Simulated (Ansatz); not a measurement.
`CC(C)[NH][Al]([F])[F]` + H₂Se → `[F][Al]([F])[SeH]` + `CC(C)N`  (ligand exchange at the Al–N bond)

Computed with Ansatz on PBE0-D4/def2-TZVP structures; ΔE is electronic, products minus reactants. CBS: MP2 limit from def2 TZ/QZ plus the TZ coupled-cluster correction, frozen cores. Functionals use def2-TZVPP. For Se outer-core shells are correlated without core-valence functions, which leaves a few kJ/mol of doubt a bond. Scalar relativity is left out up to krypton. One conformer a species, not always the lowest.

`CC(C)[NH][Al]([F])[F]`:

Z-matrix (Å, degrees):
```
C
C 1 1.521
H 1 1.094 2 110.3
H 1 1.093 2 111.0 3 120.3
H 1 1.093 2 111.1 3 -119.7
C 2 1.516 1 111.1 3 -60.2
N 2 1.455 1 110.8 3 63.4
H 2 1.100 1 107.8 3 -177.8
H 6 1.094 2 110.9 1 61.4
H 6 1.092 2 110.4 1 -58.1
H 6 1.092 2 111.6 1 -178.2
Al 7 1.751 2 133.3 1 -122.9
H 7 1.011 2 111.3 1 54.8
F 12 1.643 7 117.8 2 178.3
F 12 1.641 7 124.8 2 -2.2
```

H₂Se:

Cartesian coordinates in Å:
```
Se -0.547 0.225 0.343
H -0.354 -0.615 -0.843
H 0.902 0.390 0.500
```

`[F][Al]([F])[SeH]`:

Z-matrix (Å, degrees):
```
Al
F 1 1.637
Se 1 2.285 2 119.5
F 1 1.638 2 119.2 3 -180.0
H 3 1.470 1 89.9 2 179.9
```

`CC(C)N`:

Cartesian coordinates in Å:
```
C 1.233 -0.478 -0.422
C 0.040 0.358 -0.001
C -1.255 -0.204 -0.559
N -0.039 0.367 1.455
H 2.164 -0.068 -0.020
H 1.126 -1.500 -0.050
H 1.325 -0.509 -1.510
H 0.174 1.372 -0.417
H -1.233 -0.227 -1.651
H -2.112 0.404 -0.255
H -1.413 -1.220 -0.189
H 0.803 0.763 1.855
H -0.814 0.942 1.766
```

```tsv
level	ΔE (kcal/mol)
PBE0	-8.4
CCSD/def2-TZVPP	-5.9
MP2/CBS(def2)	-7.4
CCSD/CBS(def2)	-7.0
```

Problem. What does CCSD(T)/CBS give? (Best estimate.)

Solution. Computed: -6.9 kcal/mol. The listed levels differ from it by -1.5, 1.0, -0.5, -0.1 kcal/mol.

Largest T1 diagnostic among the species: 0.011.

The D4 term adds +1.4 kcal/mol with B3LYP and +0.9 kcal/mol with PBE0; it sums over pairs of atoms, weighted by their polarisabilities, and B3LYP, whose exchange is more repulsive, gets the larger term. In def2-TZVPP, CCSD(T) changes the Hartree–Fock value by +1.9 kcal/mol (the triples alone add +0.1 kcal/mol) and MP2 by +1.4 kcal/mol.

B3LYP here is the variant with VWN-RPA as its local correlation; programs differ in this.
